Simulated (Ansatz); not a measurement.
C2H6OSi can be A, `C=C(O)[SiH3]`, or B, `C1C[SiH2]O1`.

Isolated molecules relaxed with PBE0-D4/def2-TZVP in Ansatz; ΔE leaves out vibrations. CBS: MP2 limit from def2 TZ/QZ plus the TZ coupled-cluster correction, frozen cores. DFT in def2-TZVPP. B3LYP here is the variant with VWN-RPA as its local correlation; programs differ in this. Each species was taken in one conformer, which may not be the lowest.

(1) Which is lower in electronic energy at CCSD(T)/CBS, and by how much? (Best estimate.)

(2) Give E(B) − E(A) in kJ/mol with CCSD(T)/def2-TZVPP, PBE0-D4, B3LYP, HF/def2-TZVPP, BLYP-D4, PBE-D4, MP2/def2-TZVPP. (Best estimate.)

(3) Does the order hold for the free energy at 298.15 K (harmonic terms from PBE0-D4)? (Estimate.)

Largest T1 diagnostic: 0.013.

## Answers

(1) The calculation gave: B, by 116.8 kJ/mol.

(2) Computed: CCSD(T)/def2-TZVPP -116.8, PBE0-D4 -119.7, B3LYP -103.4, HF/def2-TZVPP -115.1, BLYP-D4 -91.0, PBE-D4 -105.6, MP2/def2-TZVPP -127.7. None reverses the order clearly.

(3) The calculation gave: Yes: G(B) − G(A) = -97.9 kJ/mol, for one conformer each. Modes under 60 cm⁻¹, often nearly free rotors, make the harmonic entropy too high.

At CCSD(T), def2-SVP lies +17.6 kJ/mol from the extrapolated value and def2-TZVPP −0.0 kJ/mol. From PBE to PBE0 (25 % exact exchange), in def2-TZVPP and without D4, E(B) − E(A) moves by −14.3 kJ/mol.
